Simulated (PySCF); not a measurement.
Compound: C2H8Cl2PSi2 (doublet state).
Z-matrix (Å and degrees, GFN2-xTB geometry), rows numbered from 1:
```
Si
P   1  2.2416
Si  2  2.2506  1  106.26
Cl  3  2.0554  2  108.04  1  -152.09
C   3  1.9313  2  106.85  1    96.21
C   5  1.5105  3  110.46  2   -45.51
Cl  6  1.7826  5  109.88  3   -54.32
H   1  1.4638  2  105.45  3   143.16
H   1  1.4606  2  106.02  3  -100.20
H   1  1.4602  2  112.54  3    22.63
H   2  1.3812  1   95.83  3   -95.88
H   5  1.0925  3  110.30  2    74.61
H   5  1.0901  3  110.28  2  -167.00
H   6  1.0906  5  112.55  3  -173.32
H   6  1.0920  5  111.14  3    63.19
```

The hyperfine couplings belong to this conformer and change with its torsions.

The species is `ClCC[Si](Cl)P[SiH3]` [radical].

Method used: PySCF 2.14.0, UKS B3LYP, pcH-1 on C Cl H P Si, non-relativistic, mean-field spin-orbit, GIAO. Isolated species at its GFN2-xTB geometry (one conformer only). The geometry wasn't refined by DFT: couplings that depend on bond lengths, twists or pyramidal angles can differ widely from those at the functional's own minimum, by a factor of two or more for some ions and for spin on atoms past the first row. No stability test was run, so a lower SCF solution isn't excluded.

Problem. Match the computed a_iso(29Si) values -666.8, -14.5 MHz with the sites Si1; Si3.

Solution. 
| site | a_iso (MHz) | ρ(0) (bohr⁻³) | position | distance from Si3 (Å) | spin population | largest \|T\| (MHz) |
| --- | --- | --- | --- | --- | --- | --- |
| Si1 | -14.5 | +0.0164 | 2 bonds from Si3 | 3.59 | 0.00 | 2.1 |
| Si3 | -666.8 | +0.7510 | largest spin population | 0.00 | +0.72 | 138.6 |

Problem. The isotropic 35Cl couplings are +19.2, +1.9 MHz. Assign them to Cl4; Cl7.

Solution. 
```csv
site,a_iso (MHz),ρ(0) (bohr⁻³),position,distance from Si3 (Å),bound to,spin population there,largest |T| (MHz)
Cl4,+19.2,+0.0430,1 bond from Si3,2.06,Si3,+0.72,34.0
Cl7,+1.9,+0.0043,3 bonds from Si3,3.22,C6,0.00,6.3
```

Problem. The isotropic 13C couplings are +33.0, -2.9 MHz. Assign them to C5; C6.

Solution. 
```tsv
site	a_iso (MHz)	ρ(0) (bohr⁻³)	position	distance from Si3 (Å)	spin population	largest |T| (MHz)
C5	+33.0	+0.0293	1 bond from Si3	1.93	+0.03	11.7
C6	-2.9	-0.0026	2 bonds from Si3	2.84	0.00	1.3
```

ρ(0) is the spin density at the nucleus and T the dipolar tensor; a_iso includes a spin–orbit part; entries for several nuclei are means. Largest spin populations (Mulliken): Si3 (+0.72), P2 (+0.16) and Cl4 (+0.06). The angles at Si3 add up to 319.2°, so it is pyramidal.

Means are taken over nuclei equivalent by connectivity, which assumes that they swap fast. The three 1H nuclei of mean +1.3 MHz run from -1.2 to 5.8 MHz in the frozen geometry. The 1H value of +12.1 MHz is a mean of couplings from 2.4 to 21.7 MHz in this one geometry, not an average over conformers. The 1H value of +5.2 MHz is a mean of couplings from 0.2 to 10.2 MHz in this one geometry, not an average over conformers.
